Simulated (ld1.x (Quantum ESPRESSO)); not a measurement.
# Ca: excitation energies, all-electron against PAW

```json
{"Element": "Ca", "Generator": "ld1.x (Quantum ESPRESSO) 7.5", "Type": "PAW", "Functional": "PBE", "Relativity": "fully relativistic", "Frozen core": "[Ne]", "Valence charge": "10", "Reference configuration": "3s2 3p6 3d0 4s2 4p0", "Partial waves": "3s (bound): rcut 1.70, rcutus 2.30 bohr; 4s (bound): rcut 1.70, rcutus 2.30 bohr; 3p (bound): rcut 2.10, rcutus 2.85 bohr; 4p (bound, empty): rcut 2.10, rcutus 2.85 bohr; 3d (bound, empty): rcut 2.35, rcutus 2.75 bohr; 3d channel at 0.4 Ry: rcut 2.35, rcutus 2.75 bohr; 4f channel at 0.05 Ry: rcut 2.50, rcutus 2.80 bohr; 4f channel at 0.9 Ry: rcut 2.50, rcutus 2.80 bohr", "Local potential": "all-electron potential smoothed inside 2.00 bohr (lloc = -1)", "Core correction": "Bessel-smoothed model core inside 1.90 bohr", "Augmentation charge": "GAUSS, radius 1.30 bohr"}
```

Open shells are filled in proportion to 2j + 1 (rel_dist='average').

Energies are relative to the spin-unpolarised reference configuration 3s2 3p6 3d0 4s2 4p0; without spin polarisation the order of configurations can differ from experiment. Not all tests gave a result: 1 of 7 tests not solved or not reliable. Left out of the table: 3s2 3p6 3d0 4s0 4p1 (solver errors, printed error -641 eV). The frozen-core shift is the all-electron ΔE with the core orbitals held at their reference shape minus the fully relaxed ΔE.

```csv
valence configuration,charge,ΔE all-electron (eV),error AE − PS (meV),frozen-core shift (meV)
3s2 3p6 3d0 4s1 4p0,+1,6.309,+1.2,0.0
3s2 3p6 3d0 4s0 4p0,+2,18.130,+0.8,+0.1
3s2 3p6 3d0 4s1.5 4p0,+0.5,2.504,+0.2,0.0
3s2 3p6 3d1 4s0 4p0,+1,7.689,-5.7,+0.8
3s2 3p6 3d1 4s1 4p0,0,2.282,-4.6,+0.4
3s2 3p6 3d0.5 4s1.5 4p0,0,1.053,-1.9,+0.1
```

Levels in the configuration 3s2 3p6 3d1 4s0 4p0:

```json
{"level": "3s j=1/2", "all-electron (eV)": "-50.069", "pseudo (eV)": "-50.045"}
{"level": "3p j=1/2", "all-electron (eV)": "-31.423", "pseudo (eV)": "-31.395"}
{"level": "3p j=3/2", "all-electron (eV)": "-31.051", "pseudo (eV)": "-31.023"}
{"level": "3d j=3/2", "all-electron (eV)": "-5.697", "pseudo (eV)": "-5.684"}
{"level": "3d j=5/2", "all-electron (eV)": "-5.682", "pseudo (eV)": "-5.669"}
```

The ghost test of this file was not conclusive.
